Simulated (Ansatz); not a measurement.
## ZnO, singlet: CASSCF and its corrections

Program: Ansatz, Gaussian basis, development build. Basis cc-pVTZ, nonrelativistic, 6 orbitals frozen in the corrections. State-specific CASSCF; RHF is the lowest restricted (open-shell) Hartree–Fock solution met. Letters tell apart solutions met in one space. No symmetry is imposed, so a solution can break that of the shape. Lower solutions, or ones in other orbitals, may exist.

Geometry: bond length 2.2165 Å.

CASSCF less RHF, in eV, and natural occupations:

```json
{"CAS": "(10,10) a", "CASSCF": "-5.100", "occupations": "2.00, 1.99, 1.97, 1.97, 1.00, 0.99, 0.03, 0.03, 0.01, 0.01"}
{"CAS": "(10,10) b", "CASSCF": "-4.782", "occupations": "2.00, 1.99, 1.97, 1.97, 1.00, 1.00, 0.03, 0.03, 0.01, 0.00"}
```

(1) What totals less RHF do the corrections give on each solution?

(2) In CAS(10,10), is the solution lowest in CASSCF also lowest after SC-NEVPT2?

(3) How do single-reference totals in the same basis and frozen core stand against SC-NEVPT2 in CAS(10,10) a?

(4) Roughly how much CPU time does a whole run from the default start take (median of such runs, summed over threads; nearly all runs on one pinned thread of a shared server, mostly Xeon at 2.3 to 2.6 GHz, by a development driver)?

Results:

(1) 

```
      CAS  SC-NEVPT2
(10,10) a    -30.570
(10,10) b    -30.038
```

(2) Yes: (10,10) a stays lowest, 0.53 eV under the next.

(3) CCSDT +1.321 eV. Coupled cluster stands on the determinant that it favours, which can lie over the RHF solution above, and is in doubt where the occupations are far from 0, 1 and 2.

(4) CAS(10,10) a: about 84 s. Other jobs ran beside these, and the count of passes differs.
